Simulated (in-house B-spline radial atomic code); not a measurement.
Configurations of Cr8+, with energies counted from [Ne] 3s2 3p4. Method: Dirac-Hartree-Fock, average of configuration, Fermi nucleus of rms radius 3.6452 fm. Calculated with an all-electron radial atomic-structure program (B-spline basis). Energies include first-order Breit, QED and recoil terms.

Occupations are held fixed; configurations that lie above the ionisation limit could autoionise.

```
   configuration  E - E(ref) (eV)  highest orbital  its <r> (bohr)
    [Ne] 3s1 3p5           35.937            3p3/2          0.8366
[Ne] 3s2 3p3 4s1           103.11            4s1/2           1.732
[Ne] 3s2 3p3 4f1           140.17            4f7/2           1.885
[Ne] 3s2 3p3 5g1           166.99            5g9/2           3.042
[Ne] 3s2 3p3 6g1           180.47            6g9/2           4.867
[Ne] 3s1 3p4 5g1            201.1            5g9/2           3.041
```

**Question.** Order these further configurations by energy, lowest first.
A. [Ne] 3s2 3p3 6d1
B. [Ne] 3s1 3p4 7g1
C. [Ne] 3s1 3p4 6g1
D. [Ne] 3s1 3p4 6d1
E. [Ne] 3s2 3p3 6f1

**Answer.** A (177.17 eV), E (179.72 eV), D (211.26 eV), C (214.57 eV), B (222.71 eV).

**Question.** How far above the reference does [Ne] 3s2 3p3 3d1 lie?

**Answer.** 47.513 eV; its least bound orbital is 3d5/2 with <r> = 0.8225 bohr.

**Question.** How far above the reference does [Ne] 3s2 3p3 5s1 lie?

**Answer.** 149.02 eV; its least bound orbital is 5s1/2 with <r> = 2.98 bohr.
